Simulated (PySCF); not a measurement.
Species: C8H7FO2.
Numbering: `[CH3:1][O:2][C:3](=[O:4])[c:5]1[cH:6][cH:7][c:8]([F:9])[cH:10][cH:11]1` (hydrogens: H12, H13, H14 on C1; H15 on C6; H16 on C7; H17 on C10; H18 on C11)

Computed by this run: PySCF, PBE0-D3(BJ)/def2-SVP geometry optimisation, gas phase; density fitting, grid level 1; the optimiser is geomeTRIC in internal coordinates, started from a GFN2-xTB structure with every atom displaced at random (about 0.01 Å).

Step 0: E = -15193.4860 eV
```
atom  x, y, z in Å  |  force x, y, z in eV/Å
C1      3.3837   -0.7495   -0.1121   -1.752   2.024  -0.667
O2      1.9662   -0.6940    0.1623   -0.026   0.108  -0.096
C3      1.2429    0.2348   -0.5049    2.326   0.528  -0.791
O4      1.7875    1.0073   -1.2923   -1.200  -1.002   1.047
C5     -0.1814    0.2010   -0.1557   -0.260   0.036   0.179
C6     -1.0285    1.1305   -0.7675    0.670  -0.724   0.303
C7     -2.3642    1.1380   -0.4729   -0.923   0.600  -0.237
C8     -2.8456    0.2304    0.4400   -1.881  -0.449   0.947
F9     -4.1761    0.2372    0.7564    1.316   0.085  -0.442
C10    -2.0430   -0.6983    1.0859    0.111   0.723  -0.702
C11    -0.7008   -0.7043    0.7847    0.299   0.469  -0.600
H12     3.8314    0.2334    0.1419    0.017  -0.348  -0.089
H13     3.5035   -0.9166   -1.1852    0.349  -0.194  -0.140
H14     3.7596   -1.5186    0.5030    0.643  -1.227   0.772
H15    -0.6069    1.8101   -1.4737    0.375   0.633  -0.612
H16    -3.0476    1.8551   -0.9332   -0.017  -0.057   0.022
H17    -2.4618   -1.3789    1.7827   -0.534  -0.715   0.786
H18    -0.0405   -1.4025    1.2566    0.489  -0.489   0.321
```

Step 1: E = -15193.6507 eV
```
atom  x, y, z in Å  |  force x, y, z in eV/Å
C1      3.3816   -0.6862   -0.1145    0.028  -0.459   0.230
O2      2.0145   -0.5934    0.2460    0.224   0.106   0.111
C3      1.2671    0.2111   -0.5063   -0.860  -0.437   0.004
O4      1.6665    0.8098   -1.4670    0.528   0.360  -0.172
C5     -0.1672    0.2111   -0.0964    0.160   0.094   0.054
C6     -1.0000    1.1531   -0.7072   -0.028   0.132  -0.098
C7     -2.3622    1.1746   -0.4406    0.051  -0.059   0.071
C8     -2.8824    0.2275    0.4378    0.088   0.117  -0.151
F9     -4.1886    0.2215    0.6672   -0.122  -0.032   0.091
C10    -2.0734   -0.7117    1.0652   -0.109  -0.182   0.192
C11    -0.7076   -0.7095    0.8071    0.094  -0.073  -0.074
H12     3.9029    0.2662    0.0446    0.014   0.089   0.064
H13     3.4908   -0.9639   -1.1716   -0.009  -0.026  -0.041
H14     3.8003   -1.4754    0.5376   -0.008   0.283  -0.223
H15    -0.5491    1.8678   -1.4026   -0.059  -0.081   0.030
H16    -3.0297    1.9027   -0.9010   -0.035   0.023  -0.033
H17    -2.5311   -1.4425    1.7405    0.068   0.102  -0.061
H18    -0.0542   -1.4477    1.2771   -0.024   0.044   0.008
```

Task: Estimate the geometry and energy of step 2. (The exact step hangs on the optimiser's Hessian estimate; all steps are aligned on step 1, rigid shifts and turns removed.)

Result: E = -15193.6453 eV, largest force 0.749 eV/Å
```
atom  x, y, z in Å  |  force x, y, z in eV/Å
C1      3.3834   -0.6928   -0.0891   -0.084   0.006   0.019
O2      2.0048   -0.6266    0.2339   -0.264  -0.520   0.347
C3      1.2619    0.1692   -0.5392    0.585   0.454   0.114
O4      1.7859    0.8235   -1.4062   -0.557   0.278  -0.399
C5     -0.1796    0.2043   -0.1646   -0.010  -0.221  -0.037
C6     -1.0282    1.1527   -0.7487    0.186  -0.052  -0.068
C7     -2.3805    1.1763   -0.4323   -0.144   0.086  -0.020
C8     -2.8895    0.2411    0.4651    0.087  -0.065   0.052
F9     -4.1837    0.2516    0.7667    0.028   0.088  -0.065
C10    -2.0719   -0.7128    1.0613    0.070   0.085  -0.082
C11    -0.7190   -0.7174    0.7390    0.122  -0.201   0.191
H12     3.8679    0.2800    0.0825    0.005  -0.003  -0.022
H13     3.5243   -0.9681   -1.1446    0.012   0.012   0.012
H14     3.8234   -1.4552    0.5661   -0.061   0.027   0.005
H15    -0.6024    1.8640   -1.4591   -0.018   0.023  -0.013
H16    -3.0575    1.9107   -0.8719    0.003   0.006  -0.017
H17    -2.5041   -1.4312    1.7605    0.028   0.011  -0.012
H18    -0.0568   -1.4539    1.1966    0.010  -0.013  -0.004
```

The energy changes by +0.0054 eV. The first-order estimate −F·Δx gives -0.0923 eV and the mean of the old and new forces, exact on a quadratic surface, +0.0077 eV. The step makes an angle of 76° with the force vector and moves no atom by more than 0.135 Å. The energy falls at the start of this step and ends higher, so the step passed the lowest point of its straight line.

The cost below is that of the whole optimisation. On Arm Neoverse N1, one thread, shared host with 64 logical CPUs at a one-minute load of 48, this took 5.6 min wall and 0.82 GiB of memory at its peak.
